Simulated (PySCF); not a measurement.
A geometry optimisation on `C1C(C(=CC=1)SC)=C`.

Computed with PBE0/def2-SV(P) geometry optimisation, gas phase (PySCF 2.14.0). Start geometry: GFN2-xTB. A driver script takes a list of jobs; this job's settings line and coordinates (Å) are shown.

Input:
```
{"job": {"xc": "PBE0", "basis": "def2-SV(P)", "grid": 1, "kind": "geom"}, "charge": 0, "multiplicity": 1}
C     -1.548834    -1.930106    -0.354882
C     -1.231703    -0.665090    -0.079187
C     -2.125086     0.482065     0.026441
C     -1.384543     1.567461     0.317183
C      0.012828     1.194532     0.418908
C      0.117316    -0.132094     0.184184
S      1.519973    -1.165390     0.162648
C      2.835242     0.014108     0.574988
H     -0.794865    -2.698065    -0.410001
H     -2.569160    -2.225506    -0.533489
H     -3.187421     0.425597    -0.112652
H     -1.736631     2.573829     0.457770
H      0.800008     1.889036     0.645348
H      3.759646    -0.554028     0.601845
H      2.636310     0.451330     1.549027
H      2.889322     0.781266    -0.192057
```

Output:
```
step   0  E = -668.88842211  max force = 0.015033
step   1  E = -668.89105586  max force = 0.002410
step   2  E = -668.89107635  max force = 0.001154
step   3  E = -668.89108273  max force = 0.000929
step   4  E = -668.89108607  max force = 0.000349
optimisation converged
```

Energies in Eh; «max force» is the largest Cartesian gradient component in Eh/bohr.

Question: Give the first gradient maximum in eV/Å.

Answer: With 1 Eh/bohr = 51.422 eV/Å, 0.773 eV/Å.

Question: How much energy does the optimisation release, in eV?

Answer: E(step 0) − E(last step) = 0.002664 Eh, which is 0.072 eV.

Summary of the converged run: final energy -668.89109 Eh after 4 steps; dipole 0.73 D.

Hardware: Arm Neoverse V2, one thread, no GPU (shared host). Cost: 24 s of wall time, 0.57 GiB resident at most.
Labels such as C1 count atoms from 1, the log's own numbers from 0.
